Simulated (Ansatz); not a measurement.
Computed with frozen-core CCSD(T)/cc-pVTZ // B3LYP-D3(BJ)/def2-TZVP (Ansatz, a program for electronic structure).

Ansatz 0.2 input:
```yaml
crystal:
  periodic: [false, false, false]
  atoms:
    - { symbol: B, position_ang: [-1.128989, -0.153314, 0.097092] }
    - { symbol: C, position_ang: [0.378149, 0.20245, -0.108349] }
    - { symbol: O, position_ang: [0.590601, 1.268205, -0.647353] }
    - { symbol: O, position_ang: [1.351105, -0.629963, 0.292398] }
    - { symbol: H, position_ang: [-1.7149, -0.698801, -0.778424] }
    - { symbol: H, position_ang: [-1.682001, 0.230564, 1.073926] }
    - { symbol: H, position_ang: [2.206036, -0.21914, 0.07071] }
basis:
  gaussian: { orbitals: cc-pVTZ }
correlation:
  method: ccsd_t
```

Output:

```
Functional definition: HF
961 factors; integrals over basis functions are off by at most 7.4e-4 eV
mean field evaluation 1: about -5822.5821 eV, gradient 4.0e1 eV
mean field evaluation 2: about -5822.5839 eV, gradient 4.0e1 eV
mean field evaluation 4: about -5825.7345 eV, gradient 4.4e0 eV
mean field evaluation 8: about -5825.8000 eV, gradient 4.7e-1 eV
mean field evaluation 16: about -5825.7324 eV, gradient 4.4e0 eV
mean field -5825.80207044 eV, -214.0942772183 hartree, gradient 2.6e-6 eV, S^2 0.000000; 0 other end points of the search recorded, 0 dependent functions left out
4 core orbitals not correlated
reference -5825.80207044 eV, -214.0942772183 hartree; 11, 11 occupied and 147, 147 virtual orbitals, 961 factors
second order -19.61455980 eV of doubles, -0.00000000 eV of singles
cycle   1  -19.37488400 eV  change    2.4e-1 eV  update   1.2e-1
cycle   2  -19.92046464 eV  change   -5.5e-1 eV  update   4.0e-2
cycle   3  -20.07202199 eV  change   -1.5e-1 eV  update   2.4e-2
cycle   4  -20.05760295 eV  change    1.4e-2 eV  update   8.1e-3
cycle   5  -20.05043627 eV  change    7.2e-3 eV  update   4.9e-3
cycle   6  -20.05407792 eV  change   -3.6e-3 eV  update   2.1e-3
cycle   7  -20.05365878 eV  change    4.2e-4 eV  update   9.3e-4
cycle   8  -20.05342102 eV  change    2.4e-4 eV  update   3.3e-4
cycle   9  -20.05366605 eV  change   -2.5e-4 eV  update   1.2e-4
cycle  10  -20.05369062 eV  change   -2.5e-5 eV  update   3.5e-5
cycle  11  -20.05367023 eV  change    2.0e-5 eV  update   1.4e-5
perturbative correction -0.83771904 eV, -0.0307856070 hartree
Total energy: -5846.69345971 eV, -214.8620216132 hartree
```

Cost: about 19 core-seconds (a rough figure).
